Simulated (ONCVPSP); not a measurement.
lutetium (Lu), ONCV: configuration errors across variants

ONCVPSP 4.0.1 input, shortened (lines: element, Z, core and valence counts, functional; n l f; lmax; l rc ep ncon nbas qcut; lloc lpopt rc5 dvloc0; l nproj debl; icmod fcfact rcfact), PBEsol, scalar-relativistic:

```
  Lu 71.00    9    5  -116133      upf
    1    0    2.00
    2    0    2.00
    2    1    6.00
    3    0    2.00
    3    1    6.00
    3    2   10.00
    4    0    2.00
    4    1    6.00
    4    2   10.00
    4    3   14.00
    5    0    2.00
    5    1    6.00
    5    2    1.00
    6    0    1.00
    3
    0    1.55    0.00    4    7    6.30
    1    1.60    0.00    4    8   10.00
    2    2.75    0.00    4    9    6.20
    3    1.00    0.00    4    9   18.70
    4    5    0.95    4.00
    0    3    3.00
    1    2    0.30
    2    2    2.50
    3    2    1.70
    1    0.20    0.00
```

In the p channel the program set the typed energies aside and used -1.412, 0.250 Ha.

All-electron excitation energies from the reference (eV): (1) 4f14 5s2 5p6 5d1 6s2 -7.390; (2) 4f14 5s2 5p6 5d1 6s0 13.222; (3) 4f14 5s2 5p6 5d0 6s0 33.125; (4) 4f13 5s2 5p6 5d0 6s0 79.898.

1 further variants failed, have other tests or too few solved ones, and are left out.

A true bound ghost makes a file unfit for plane-wave use even where its test errors are small: the radial tests pick states by their node count and pass the ghost by.

Errors AE − PS in meV (a dash: test not solved or not reliable):

| change | (1) | (2) | (3) | (4) | bound ghosts | GHOST(+) flags above zero |
| --- | --- | --- | --- | --- | --- | --- |
| base | +1.6 | -4.1 | -6.9 | +30 | none | s, p, d |
| all radii but the core radius scaled by about 1.30 (s 2.02, p 2.08, d 3.56, f 1.30 bohr); local potential polynomial inside 1.24 bohr (lpopt 5, dvloc0 4 Ha) | +1.4 | -6.5 | +38 | +351 | none | s |
| core correction polynomial model core, fcfact 0.16 | +1.6 | -4.1 | -6.8 | +30 | none | s, p, d |
| s: qcut 7.2 | +1.7 | -4.1 | -7.5 | +28 | none | s, p, d |
| f: rc 0.68; local potential polynomial inside 0.68 bohr (lpopt 5, dvloc0 4 Ha) | +1.7 | -4.1 | -8.0 | -10 | s, p | none |

Question: Give the same row for: f: qcut 18.8.

Answer: +1.6, -4.1, -6.9, +29; bound ghosts: none; GHOST(+) flags above zero: s, p, d.
